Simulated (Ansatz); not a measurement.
Born–Oppenheimer molecular dynamics of H₄O₂Zn (7 atoms, charge 0, multiplicity 1). It starts at the highest image of a converged band, a first-order saddle point between two minima.

The calculation used RKS PBE0-D4/def2-SVP in Ansatz.

```yaml
ensemble: NVE (velocity Verlet)
time_step: 0.5 fs
steps_asked: 200
starting_velocities_drawn_for: 100 K
seed: 3130
```

Frames 5 fs apart, positions in Å.

Velocities at 35.0 fs (Å/ps):

```
Zn -2.65 0.60 1.70
O 0.64 -1.42 -6.35
H -18.58 11.96 -14.13
O 4.50 -0.38 1.50
H 7.03 -1.88 5.93
H 54.44 -4.46 -16.07
H 47.47 -15.63 -9.21
```

```xyz
7
Properties=species:S:1:pos:R:3 time_fs=35.0 energy_less_start_eV=-0.369 T=671
Zn 0.206 -0.193 0.040
O -0.007 0.137 1.724
H -0.948 -0.121 1.813
O -0.475 -0.269 -1.598
H 0.019 -0.518 -2.378
H 2.992 -0.705 0.825
H 2.452 -0.586 1.348
7
Properties=species:S:1:pos:R:3 time_fs=40.0 energy_less_start_eV=-0.322 T=599
Zn 0.192 -0.191 0.044
O -0.011 0.130 1.705
H -0.943 -0.025 1.799
O -0.451 -0.271 -1.591
H 0.076 -0.536 -2.353
H 3.243 -0.724 0.760
H 2.703 -0.666 1.287
7
Properties=species:S:1:pos:R:3 time_fs=45.0 energy_less_start_eV=-0.371 T=674
Zn 0.178 -0.189 0.041
O -0.013 0.125 1.716
H -0.982 0.086 1.911
O -0.424 -0.275 -1.590
H 0.145 -0.555 -2.306
H 3.489 -0.742 0.688
H 2.943 -0.744 1.235
7
Properties=species:S:1:pos:R:3 time_fs=50.0 energy_less_start_eV=-0.428 T=763
Zn 0.163 -0.187 0.034
O -0.020 0.124 1.753
H -0.912 0.202 2.048
O -0.395 -0.281 -1.601
H 0.223 -0.581 -2.276
H 3.711 -0.761 0.627
H 3.189 -0.818 1.173
7
Properties=species:S:1:pos:R:3 time_fs=55.0 energy_less_start_eV=-0.428 T=763
Zn 0.146 -0.184 0.029
O -0.016 0.123 1.798
H -0.895 0.310 2.176
O -0.363 -0.289 -1.629
H 0.287 -0.607 -2.262
H 3.929 -0.783 0.562
H 3.426 -0.887 1.117
7
Properties=species:S:1:pos:R:3 time_fs=60.0 energy_less_start_eV=-0.431 T=767
Zn 0.126 -0.180 0.030
O -0.004 0.119 1.840
H -0.847 0.401 2.213
O -0.328 -0.301 -1.669
H 0.340 -0.632 -2.273
H 4.144 -0.804 0.491
H 3.653 -0.953 1.068
7
Properties=species:S:1:pos:R:3 time_fs=65.0 energy_less_start_eV=-0.451 T=799
Zn 0.103 -0.174 0.038
O 0.017 0.111 1.865
H -0.811 0.475 2.169
O -0.289 -0.314 -1.712
H 0.395 -0.660 -2.299
H 4.343 -0.830 0.432
H 3.889 -1.012 1.007
7
Properties=species:S:1:pos:R:3 time_fs=70.0 energy_less_start_eV=-0.450 T=797
Zn 0.078 -0.167 0.048
O 0.046 0.097 1.871
H -0.802 0.560 2.077
O -0.245 -0.327 -1.747
H 0.450 -0.684 -2.303
H 4.545 -0.855 0.367
H 4.116 -1.071 0.953
7
Properties=species:S:1:pos:R:3 time_fs=75.0 energy_less_start_eV=-0.438 T=779
Zn 0.051 -0.160 0.058
O 0.071 0.083 1.858
H -0.710 0.600 1.986
O -0.199 -0.339 -1.765
H 0.530 -0.712 -2.278
H 4.746 -0.879 0.297
H 4.339 -1.130 0.903
7
Properties=species:S:1:pos:R:3 time_fs=80.0 energy_less_start_eV=-0.468 T=825
Zn 0.024 -0.153 0.065
O 0.098 0.066 1.830
H -0.660 0.682 1.990
O -0.150 -0.348 -1.762
H 0.617 -0.733 -2.200
H 4.937 -0.909 0.240
H 4.570 -1.181 0.840
7
Properties=species:S:1:pos:R:3 time_fs=85.0 energy_less_start_eV=-0.542 T=939
Zn -0.003 -0.148 0.066
O 0.116 0.055 1.797
H -0.519 0.711 2.078
O -0.100 -0.355 -1.738
H 0.706 -0.748 -2.090
H 5.133 -0.937 0.175
H 4.793 -1.235 0.785
7
Properties=species:S:1:pos:R:3 time_fs=90.0 energy_less_start_eV=-0.554 T=957
Zn -0.029 -0.143 0.061
O 0.133 0.046 1.772
H -0.374 0.740 2.212
O -0.049 -0.360 -1.700
H 0.788 -0.759 -1.977
H 5.328 -0.964 0.107
H 5.015 -1.290 0.733
```

Of the whole run (100 fs, mean temperature of the second half 822 K): The conserved energy stayed within 0.082 meV per atom of its start (net change 0.06 meV per atom), so the integration is sound. The kinetic energy rose, since the run started high on the potential surface and went downhill. It ends in pieces (H2 + H2O2Zn), so much of that is their flight and rotation, not heat. A run of 0.1 ps of so small a system gives no equilibrium averages. The orbitals stay closed-shell, which can raise the energy where a bond breaks towards radicals; this wasn't checked here.

Time of the run: 10 min on 1 thread of Arm Neoverse V2, with other jobs on the host, peak memory 0.17 GiB.
